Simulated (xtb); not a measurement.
CH7NOSi3, SMILES O[Si@H]1N=C([SiH3])[SiH2]1. All values are semi-empirical tight-binding results from xtb (GFN2-xTB unless named), good for trends rather than for accurate numbers. Geometry optimised at GFN2-xTB. The structure was generated by enumeration; whether it is a known compound was not checked. Other conformers were not sampled.

Optimised geometry:

Bond lengths (Å): O1–Si2 1.631, O1–H7 0.954, Si2–N3 1.786, Si2–Si6 2.321, Si2–H8 1.461, N3–C4 1.286, C4–Si5 1.890, C4–Si6 1.947, Si5–H9 1.467, Si5–H10 1.459, Si5–H11 1.467, Si6–H12 1.466, Si6–H13 1.467. Bond angles (°): Si2–O1–H7 119.3, O1–Si2–N3 111.3, O1–Si2–Si6 116.7, O1–Si2–H8 108.5, N3–Si2–Si6 78.0, N3–Si2–H8 110.4, Si6–Si2–H8 127.0, Si2–N3–C4 105.6, N3–C4–Si5 119.5, N3–C4–Si6 106.4, Si5–C4–Si6 134.1, C4–Si5–H9 106.9, C4–Si5–H10 111.8, C4–Si5–H11 107.1, H9–Si5–H10 110.8, H9–Si5–H11 109.4, H10–Si5–H11 110.6, Si2–Si6–C4 70.0, Si2–Si6–H12 122.1, Si2–Si6–H13 125.0, C4–Si6–H12 111.9, C4–Si6–H13 111.3, H12–Si6–H13 108.5.
Charge 0, spin multiplicity 1.

```yaml
orbital_gap: 1.70 eV
dipole_moment: 1.24 D
zero_point_energy: 44.4 kcal/mol
G − E(el) at 298.15 K (modified RRHO): 22.2 kcal/mol
static polarisability (D4 model): 104.4 bohr³
solvation energy, GFN2-xTB/ALPB(water): -3.5 kcal/mol
solvation energy, GFN2-xTB/ALPB(acetonitrile): -5.1 kcal/mol
```

Computed atomic charges and the Wiberg bond orders between heavy atoms:
charges (e) O1 -0.49, Si2 0.49, N3 -0.40, C4 -0.12, Si5 0.43, Si6 0.37, H7 0.31, H8 -0.08, H9 -0.11, H10 -0.09, H11 -0.11, H12 -0.12, H13 -0.09. Bond orders O1–Si2 1.16, Si2–N3 0.97, N3–C4 1.93, C4–Si5 0.89, Si2–Si6 0.79, C4–Si6 0.86.
